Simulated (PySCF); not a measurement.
Stepwise substitution at one centre (Sn F-C2H5). Isolated molecules, 0 K electronic values unless said otherwise. One relaxed conformer stands for each flexible species; it need not be the lowest. Strings in code marks are SMILES.

Computed with PBE0-D4/def2-TZVP // PBE0-D4/def2-SVP (PySCF 2.14.0). Excitations are Tamm–Dancoff values on a coarser integration grid. The basis has no diffuse functions, so Rydberg states are missing or too high.

| species | LUMO (eV) | S1 excitation (TDA) (eV) | HOMO (eV) | S1 oscillator strength |
|---|---|---|---|---|
| 0 of 4 F replaced by C2H5 | -3.94 | 6.59 | -12.39 | 0.000 |
| 1 of 4 F replaced by C2H5 | -1.98 | 6.89 | -9.51 | 0.403 |
| 2 of 4 F replaced by C2H5 (`C[CH2][Sn]([F])([F])[CH2]C` (C–C–Sn–F torsion 17°, F–Sn–C–C torsion 46°)) | -0.55 | 6.70 | -7.98 | 0.004 |
| 4 of 4 F replaced by C2H5 (`C[CH2][Sn]([CH2]C)([CH2]C)[CH2]C`) | – | 6.54 | -6.99 | 0.053 |
